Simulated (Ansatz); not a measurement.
Two members of one family (GaSb nanocrystals, H-capped) that differ in charge, which shifts all levels, computed with Ansatz in the gas phase; def2 core potentials for Sb, no spin–orbit coupling. Sets without diffuse functions give affinities that are too small. A dash marks a value that wasn't run or was left out as unsound. The structures are stationary points that may keep the symmetry of their start. Remarks come from the PBE and PBE0 runs and from stability tests at other levels; not every state was tested. HOMO above LUMO (over both spins in singlets and doublets, within one spin in higher multiplets; at PBE or PBE0), or a gap under 0.15 eV within one spin, warns that the state may not be the lowest or that an electron is smeared out.

First: Ga12Sb12H32, cut from zinc blende (singlet, charge 0, PBE-D4/def2-SVP geometry).

```xyz
56

Ga    2.1163   -1.5946    4.5431
Ga   -2.4837   -5.0730    0.2743
Ga   -4.6486   -0.7415   -0.9464
Ga    0.6804    2.7206    3.8003
Ga   -2.9492    3.2114    0.6770
Ga   -1.2449   -0.6027    1.8530
Ga    2.5869   -2.2124    0.1041
Ga   -0.8352   -1.2866   -2.3190
Ga    1.0707    2.0053   -0.4286
Ga    4.6811    1.2910    2.0152
Ga   -1.8410    2.4199   -3.7145
Ga    2.7435    0.8180   -4.8786
Sb   -1.7843   -3.2224    2.1316
Sb    0.0674    0.1438    4.0223
Sb    3.5772   -1.1373    2.3356
Sb   -3.4507    0.6238    1.0604
Sb   -1.3696   -3.8867   -1.9071
Sb   -2.9828    0.0995   -2.9101
Sb   -1.5628    3.9058    2.8747
Sb    2.3734    2.7385    1.7519
Sb   -1.1087    3.2600   -1.2487
Sb    0.4668   -0.5483   -0.1542
Sb    1.0149   -1.1909   -4.2639
Sb    2.8544    2.0060   -2.4409
H     2.8241   -1.0195    5.8321
H     1.4320   -3.0209    4.4587
H    -1.6564   -6.3839    0.5592
H    -4.0384   -4.9310    0.0781
H    -6.1130   -0.2041   -1.1592
H    -4.2537   -2.2626   -0.7229
H     1.1476    3.4581    5.1164
H    -4.2101    4.1322    0.4489
H     1.9129   -3.6298    0.3412
H     3.4625   -1.8954   -1.1823
H     5.3388    1.8059    3.3553
H     5.3588    1.3963    0.5871
H    -2.9053    3.4097   -4.3217
H    -0.4976    1.9687   -4.4286
H     1.9343    1.7988   -5.8069
H     4.1440    0.1530   -5.1580
H    -2.9197   -3.3529    3.4154
H    -0.4351   -3.8004    3.0169
H    -1.1432    0.1003    5.2482
H     4.9767   -2.0833    2.6767
H    -4.4906    0.6106    2.4331
H    -2.2316   -4.4221   -3.2956
H     0.0990   -4.6942   -2.2830
H    -3.4785   -0.7168   -4.3453
H    -2.6942    4.0057    4.1665
H    -1.2746    5.5984    2.7677
H     2.6893    4.4100    1.4770
H    -0.6637    4.9211   -1.3413
H     1.9058   -2.6476   -4.0850
H     0.2062   -1.6490   -5.7113
H     4.3129    1.5506   -1.6623
H     3.2891    3.6471   -2.7063
```

| level | HOMO (eV) | LUMO (eV) | gap (eV) | vertical EA (eV) |
| --- | --- | --- | --- | --- |
| PBE-D4/def2-SVP | -5.69 | -2.69 | 3.00 | 1.53 |
| r2SCAN-D4/def2-SVP | -5.93 | -2.58 | 3.35 | – |
| PBE0-D4/def2-SVP | -6.56 | -2.06 | 4.50 | 1.30 |

Remarks: gap within one spin near zero at PBE or PBE0 (-1 doublet).

Second: Ga13Sb14H34⁺, cut from wurtzite (singlet, charge 1, PBE-D4/def2-SVP geometry).

Cartesian coordinates in Å:
```
Sb 2.729 0.298 -3.943
Ga 0.484 1.841 -3.973
Sb 1.186 4.040 -2.612
Sb 4.213 2.307 -0.169
Ga 2.017 3.915 -0.069
Sb 0.549 -3.009 -3.704
Ga 2.763 -2.004 -2.549
Ga -1.756 -1.556 -3.727
Sb -1.255 0.655 -2.388
Ga -3.567 2.158 -2.454
Sb 2.024 -1.339 -0.085
Ga 4.144 -0.133 0.968
Ga -0.212 0.140 0.005
Sb 0.127 2.528 1.130
Sb -3.893 2.574 0.158
Ga -2.085 4.169 1.293
Sb 3.331 0.763 3.373
Ga 1.111 2.330 3.566
Sb -3.399 -2.922 -2.112
Sb -0.447 -4.771 0.341
Ga 1.834 -3.643 1.220
Ga -2.786 -3.379 0.455
Sb -2.188 -0.990 1.385
Ga -4.557 0.413 1.571
Sb 0.852 -3.007 3.644
Ga -1.454 -1.569 3.846
Sb -0.665 0.788 4.846
H 3.121 -0.117 -5.559
H 4.178 1.156 -3.612
H 0.136 2.130 -5.481
H 2.154 5.095 -3.557
H -0.233 4.993 -2.561
H 4.928 2.167 -1.722
H 5.523 3.134 0.567
H 2.484 5.307 0.501
H 0.981 -3.368 -5.324
H 0.362 -4.637 -3.194
H 4.061 -2.872 -2.742
H -2.257 -1.503 -5.220
H -3.082 3.460 -3.211
H -4.608 1.114 -3.028
H 5.521 -0.895 0.979
H -5.327 3.522 0.217
H -1.665 5.364 0.346
H -2.284 4.282 2.857
H 4.660 1.628 4.028
H 3.387 -0.539 4.489
H 1.518 3.617 4.379
H -4.039 -4.316 -2.879
H -4.833 -1.993 -2.059
H -0.137 -5.528 -1.167
H -0.637 -6.219 1.241
H 3.079 -4.606 1.245
H -3.836 -4.294 1.192
H -5.550 -0.534 0.784
H -4.630 0.710 3.122
H 2.140 -2.431 4.620
H 0.638 -4.492 4.475
H -2.415 -2.363 4.810
H -2.090 1.730 4.919
H -0.345 0.699 6.528
```

Question: Estimate the same table for the second.

Answer: 
| level | HOMO (eV) | LUMO (eV) | gap (eV) | vertical EA (eV) |
| --- | --- | --- | --- | --- |
| PBE-D4/def2-SVP | -7.70 | -5.40 | 2.30 | 4.29 |
| r2SCAN-D4/def2-SVP | -7.92 | -5.36 | 2.56 | – |
| PBE0-D4/def2-SVP | -8.58 | -4.83 | 3.75 | 4.08 |
